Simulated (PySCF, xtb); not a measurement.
B(Cl)(OMe)(SiH3) (CH6BClOSi), SMILES COB([SiH3])Cl.

GFN2-xTB (xtb) at its own geometry gives an orbital gap of 3.74 eV and a dipole moment of 3.26 D.

Geometry: r2SCAN-D4/def2-SVP. This is a generated structure with no PubChem entry under its InChIKey; it may be hypothetical. One conformer was computed; it need not be the lowest.

**Question.** What does B3LYP/def2-TZVP (PySCF) give? (The exact figures need the calculation; the answer reports its results.)

**Answer.** gap 6.60 eV (levels -7.89 and -1.28 eV), dipole 2.53 D.
